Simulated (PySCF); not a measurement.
## NMR parameters from quadrupole coupling constants

Species: C4H10N2Si2.
Structure used (PBE0-D3(BJ)/def2-SVP), in Å, numbered top down from 1:
```xyz
18
C4H10N2Si2 angstrom
Si     1.8108   -0.4481   -0.2389
C      0.5577   -0.2693   -1.6567
C     -0.2514    0.9768   -1.5429
C     -0.0058    2.2637   -1.9636
N     -1.0170    3.1043   -1.5822
C     -1.8627    2.3552   -0.9343
N     -1.4608    1.0378   -0.8619
Si    -2.3829   -0.2951   -0.1350
H      1.1021   -0.4260    1.0764
H      2.5566   -1.7393   -0.3653
H      2.7784    0.6870   -0.2920
H     -0.0798   -1.1691   -1.6993
H      1.1230   -0.2581   -2.6019
H      0.8558    2.6189   -2.5283
H     -2.7984    2.6920   -0.4859
H     -3.6022    0.3360    0.4358
H     -2.7413   -1.2931   -1.1822
H     -1.5756   -0.9596    0.9248
```

Computed at PBE0/pcSseg-1 (PySCF, non-relativistic):

```json
{"atom": "N5", "environment": "pyridine-type nitrogen", "nucleus": "14N", "spin I": "1", "Q (b)": "0.02044", "CQ = χzz (MHz)": "-4.610", "η": "0.141"}
{"atom": "N7", "environment": "pyrrole-type nitrogen", "nucleus": "14N", "spin I": "1", "Q (b)": "0.02044", "CQ = χzz (MHz)": "-2.130", "η": "0.557"}
```

Problem. Give the quadrupolar product PQ = |CQ|√(1 + η²/3), the quadrupolar frequency νQ = 3|CQ|/[2I(2I − 1)] and the Larmor frequency ν0 = |g| × 7.62259 MHz/T × B at 14.1 T, with g(14N) = 0.40376.

Solution. 
```
atom  PQ (MHz)  νQ (MHz)  ν0 (MHz)  νQ/ν0
  N5     4.625     6.915     43.40  0.159
  N7     2.238     3.196     43.40  0.074
```

For N5: PQ = 4.610 × 1.0033, νQ = 4.610 × 1.5000, ν0 = 3.0777 MHz/T × 14.1 T.

Problem. A static spin 1 shows, to first order, a doublet split by νQ with the field along z of the gradient, and by (3/4)|CQ|(1 + η) and (3/4)|CQ|(1 − η) along y and x. Give the last two for 14N.

Solution. N7: 2.488 and 0.708 MHz.

Problem. In the extreme-narrowing limit, with isotropic tumbling and one correlation time, the quadrupolar linewidth goes as PQ². What relative widths follow for the 14N sites?

Solution. N5 1, N7 0.23, with N5 as 1.

The structure is a single PBE0-D3(BJ)/def2-SVP conformer in the gas phase; no vibrational or solvent corrections. With so small a basis the couplings can be 20 % off.
